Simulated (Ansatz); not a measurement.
Consider the hydrogen abstraction from a Ga–H bond: `C#[C][GaH][CH3]` + `[OH]`• → `C#[C][Ga][CH3]`• + H₂O.

Computed with Ansatz on PBE0-D4/def2-TZVP structures; ΔE is electronic, products minus reactants. CCSD(T)/CBS adds triple-zeta CCSD(T) − MP2 to the extrapolated MP2 energy (def2 sets, frozen cores). This one scheme is used for every species. Functionals use def2-TZVPP. No spin–orbit coupling; open shells (•) take unrestricted orbitals. For Ga outer-core shells are correlated without core-valence functions, which leaves a few kJ/mol of doubt a bond. Scalar relativity is left out up to krypton.

Q: Is it downhill or uphill in electronic energy at CCSD(T)/CBS, and by how much? (An estimate is asked.)

A: Ansatz gave: Downhill: ΔE = -38.9 kcal/mol.

Q: What do these levels give: ωB97X-V, B2PLYP, PBE, PBE0, LC-ωPBE, HF/def2-SVP, MP2/def2-SVP, CCSD/def2-SVP, CCSD(T)/def2-SVP, CCSD/def2-TZVPP, CCSD(T)/def2-TZVPP, MP2/CBS(def2)? (Best estimate.)

A: Computed: ωB97X-V -36.0, B2PLYP -39.1, PBE -43.7, PBE0 -39.5, LC-ωPBE -37.6, HF/def2-SVP -19.7, MP2/def2-SVP -38.3, CCSD/def2-SVP -32.9, CCSD(T)/def2-SVP -33.7, CCSD/def2-TZVPP -35.8, CCSD(T)/def2-TZVPP -37.4, MP2/CBS(def2) -44.5 kcal/mol.

Largest T1 diagnostic among the species: 0.015.

Leaving LDA and LC-ωPBE aside and taking each functional with its dispersion term where it has one, the values, not all of them listed here, spread over 10.3 kcal/mol, from PBE-D4 to BHLYP-D4. LDA lies −7.8 kcal/mol from PBE without D4. At CCSD(T), def2-SVP lies +5.2 kcal/mol from the extrapolated value and def2-TZVPP +1.5 kcal/mol. From r2SCAN to r2SCAN0 (25 % exact exchange), in def2-TZVPP and without D4, ΔE moves by +2.5 kcal/mol.
